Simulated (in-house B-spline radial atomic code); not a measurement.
Binding energies in the molybdenum ion Mo³³⁺

NIST's tabulated ground configuration is [He] 2s2 2p5; each binding energy is the energy of the ion with one electron taken from that subshell, relaxed, less that of the parent. Computed with a radial B-spline atomic code at the basis-set limit: Dirac-Hartree-Fock, average of configuration, Fermi nucleus of rms radius 4.4091 fm. Energies include first-order Breit, QED and recoil terms.

```
subshell  X-ray name  binding energy (eV)  -ε (eV)  relaxation (eV)
      1s           K              22081.2  22152.0             17.7
      2s          L1               4738.5   4746.0              1.9
      2p        L2,3               4468.3   4475.2              2.7
```

Relaxation = -ε minus the binding energy without Breit, QED and recoil terms.

Question: What does it cost to remove both a 1s and a 2p electron?

Answer: 26794 eV, which is 244.1 eV more than the two single binding energies together.

Question: What does it cost to remove both a 2s and a 2p electron?

Answer: 9362.7 eV, which is 155.9 eV more than the two single binding energies together.

Question: What does it cost to remove two 1s electrons?

Answer: 44888 eV, which is 725.5 eV more than the two single binding energies together.
